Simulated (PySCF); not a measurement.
A GIAO shielding run with PySCF (density fitting, non-relativistic, gas phase) on SMILES [SiH2](C#N)[SiH2]CCCO, C₄H₁₁NOSi₂:

```
$ OMP_NUM_THREADS=1 python probes_run.py task.json out

{"job": {"kind": "nmr", "xc": "PBE0", "basis": "pcSseg-1"}, "charge": 0, "multiplicity": 1}
N     -5.327845    -0.545752    -0.261967
C     -4.198749    -0.744438    -0.264389
Si    -2.351117    -1.012435    -0.274406
Si    -1.326793     1.056051    -0.490747
C      0.558434     0.830879    -0.619877
C      1.176392     0.196263     0.621300
C      2.668805    -0.066284     0.432056
O      2.826852    -1.047435    -0.571602
H     -2.116353    -1.726137     0.988646
H     -2.161049    -1.971306    -1.369645
H     -1.775844     1.774870    -1.691349
H     -1.605953     1.929500     0.660291
H      1.035564     1.797151    -0.795904
H      0.803533     0.203797    -1.478674
H      0.694759    -0.760913     0.833254
H      1.041680     0.846960     1.487724
H      3.174905     0.866338     0.141540
H      3.108066    -0.415082     1.378631
H      3.764909    -1.202777    -0.717180
```

Hardware: 1 thread of an Arm Neoverse N1, shared host. The job also computes population analyses, field gradients.

Q: How large is the calculation?

A: 78 electrons, 205 basis functions and 1105 auxiliary functions.

Q: How long does it take, and how much memory does it need?

A: 74 s of wall time, with 14 SCF cycles and 5 response iterations; peak memory 0.92 GiB. Times on a shared host scatter by some tens of per cent.
